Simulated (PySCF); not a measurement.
Species: C₆H₆P₂.
Numbering: `[H]/[P:1]=[P:2]\[c:3]1[cH:4][cH:5][cH:6][cH:7][cH:8]1`

Cartesian coordinates in Å at the PBE0-D3(BJ)/def2-SVP level; atoms count from 1:
```
atom  x, y, z in Å
P1     3.6672   -0.8612   -0.3235
P2     1.9499   -1.8988    0.0074
C3     0.5440   -0.7313    0.0079
C4     0.4463    0.4222   -0.7855
C5    -0.6888    1.2241   -0.7292
C6    -1.7439    0.8898    0.1217
C7    -1.6667   -0.2609    0.9042
C8    -0.5385   -1.0750    0.8352
H9     3.1271    0.4665   -0.3949
H10    1.2623    0.6876   -1.4622
H11   -0.7541    2.1151   -1.3583
H12   -2.6331    1.5232    0.1650
H13   -2.4925   -0.5317    1.5662
H14   -0.4888   -1.9871    1.4373
```

NICS = −σ at a ghost point: NICS(0) at the centroid of the ring atoms, NICS(1) 1 Å to either side along the normal of their mean plane, zz for the tensor component along that normal. Level: GIAO PBE0/pcSseg-1 (PySCF, non-relativistic, gas phase) on the PBE0-D3(BJ)/def2-SVP geometry, one conformer.

Ring bond lengths (Å), with Mayer bond orders in brackets: C3–C4 1.403 (1.34), C4–C5 1.391 (1.47), C5–C6 1.396 (1.41), C6–C7 1.394 (1.43), C7–C8 1.393 (1.45), C8–C3 1.405 (1.38).

What do the NICS probes read (ppm)?

```json
{"ring": "C3–C4–C5–C6–C7–C8", "type": "6-membered carbocycle; formal bonds all aromatic", "NICS(0)": "-7.6", "NICS(1), two faces": "-10.8 / -10.7", "NICS(1)zz, two faces": "-26.4 / -27.3", "rms pucker (Å)": "0.01", "centre to ring atoms, mean (Å)": "1.40"}
```

What do they say, and how far can they be read as aromaticity?

- C3–C4–C5–C6–C7–C8: mean NICS(1)zz -26.9 ppm, shielded. For a flat ring without four-coordinate atoms the NICS criterion counts such a value as aromatic.

How equal are the bonds by HOMA? Use HOMA with the parameters of Krygowski (1993).

- C3–C4–C5–C6–C7–C8: HOMA 0.97 = 1 − EN − GEO, with mean bond length 1.397 Å, EN = α(Ropt − mean)² = 0.021 and GEO = α × variance = 0.007. The geometric and the magnetic index point the same way.

Give the inner angles of the rings and the Hirshfeld charges of the ring atoms.

- C3–C4–C5–C6–C7–C8: C3 118.7° (-0.061 e), C4 120.5° (-0.046 e), C5 120.2° (-0.043 e), C6 119.9° (-0.037 e), C7 120.0° (-0.043 e), C8 120.7° (-0.045 e); sum 720.0° against 720° for a flat convex ring.

What are the shieldings of the ring atoms and their hydrogens in the same run (means over atoms taken as equivalent)?

```csv
atoms,environment,σ isotropic (ppm),"principal values of the symmetric part, first atom (ppm)"
C3,substituted aromatic carbon,25.2,"-53.4, -34.0, 163.1"
C4 (×2),aromatic CH carbon,49.4,"-53.4, 36.8, 171.4"
C5 (×2),aromatic CH carbon,50.4,"-62.1, 37.3, 173.6"
C6,aromatic CH carbon,47.1,"-66.1, 31.3, 176.2"
H10 (×2),aromatic hydrogen,23.42,"19.2, 22.5, 28.0"
H11 (×2),aromatic hydrogen,23.67,"20.2, 23.8, 26.8"
H12,aromatic hydrogen,23.72,"20.6, 24.0, 26.6"
```

How do the values depend on the level or the medium?

```json
{"level": "PBE0/pcSseg-1, gas", "NICS(0), C3–C4–C5–C6–C7–C8": "-7.6", "mean NICS(1)zz, C3–C4–C5–C6–C7–C8": "-26.9"}
{"level": "wB97X-D/pcSseg-1, gas", "NICS(0), C3–C4–C5–C6–C7–C8": "-7.7", "mean NICS(1)zz, C3–C4–C5–C6–C7–C8": "-27.4"}
{"level": "PBE0/pcSseg-1, IEF-PCM chloroform", "NICS(0), C3–C4–C5–C6–C7–C8": "-7.5", "mean NICS(1)zz, C3–C4–C5–C6–C7–C8": "-26.9"}
{"level": "PBE0/pcSseg-1, IEF-PCM dichloromethane", "NICS(0), C3–C4–C5–C6–C7–C8": "-7.4", "mean NICS(1)zz, C3–C4–C5–C6–C7–C8": "-26.9"}
```

The geometry is the same throughout; the continuum's cavity takes Bondi-type radii × 1.2.

Hardware: one thread, AMD EPYC 9R14 (x86_64) (shared host). Cost: 18 s of wall time, 0.86 GiB resident at most. This is the whole shielding run at PBE0/pcSseg-1, SCF included.
